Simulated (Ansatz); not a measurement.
Cost and result up the ladder for Si6H11, a cluster with a defect cut from the lattice of silicon (one cap removed) (17 atoms). Total charge 0; doublet. Geometry: PBE-D4/def2-SVP.

```xyz
17

Si    0.910   -1.554    1.501
Si   -0.108    2.203    0.795
Si   -1.351   -0.638   -1.447
Si    0.401   -2.047   -0.745
Si   -0.584    1.589   -1.428
Si    1.483    0.709    1.635
H     2.059   -2.396    1.995
H    -0.300   -1.873    2.349
H     0.431    3.609    0.866
H    -1.392    2.155    1.591
H    -1.838   -1.028   -2.820
H    -2.502   -0.768   -0.481
H     1.615   -1.785   -1.599
H     0.016   -3.498   -0.893
H     0.675    1.683   -2.251
H    -1.614    2.517   -2.023
H     2.098    1.123    2.952
```

Ansatz on 4 threads of Intel Xeon 6975P-C on a shared host. Times are rough, and most runs start from the orbitals of an earlier one. PBE0-D4/def2-TZVPD serves as the yardstick here, not as an exact answer. Differences are given only for rows in sets of like size (and for xTB, whose basis is part of the method), since another set adds its own error. Binding counts from free atoms at the same level (Si triplet, H doublet; other spins of the atoms weren't run), without zero-point energy or a counterpoise term.

LC-ωPBE has ω = 0.4 bohr⁻¹. B3LYP takes the VWN-RPA correlation. HSE06 is defined as in plane-wave codes, on full-range PBE exchange. Correlated methods freeze 30 core orbitals.

Correlated methods converge slowly with the basis.

```
                           level  functions  wall time  binding energy per atom (eV)  difference from PBE0-D4/def2-TZVPD (eV)
                       HF/STO-3G         65      0.3 s                          3.40                                        –
                        HF/6-31G        100     0.85 s                          1.92                                        –
                  B3LYP-D4/6-31G        100      1.9 s                          2.78                                        –
                 PBE-D4/def2-SVP        163        2 s                          3.00                                        –
                PBE0-D4/def2-SVP        163      3.1 s                          2.99                                        –
                PBE-D4/def2-TZVP        288      4.1 s                          3.00                                     0.00
               LC-ωPBE/def2-TZVP        288        6 s                          2.98                                    -0.03
               PBE-D4/def2-TZVPD        357      6.5 s                          3.00                                     0.00
                   MP2/def2-TZVP        288        7 s                          2.84                                    -0.16
             r2SCAN-D4/def2-TZVP        288      8.5 s                          3.04                                     0.03
HSE06-D4/def2-TZVP (with forces)        288       11 s                          3.00                                     0.00
               PBE0-D4/def2-TZVP        288       12 s                          3.00                                     0.00
              PBE0-D4/def2-TZVPD        357       13 s                          3.00                                     0.00
              BHLYP-D4/def2-TZVP        288       13 s                          3.00                                    -0.01
```
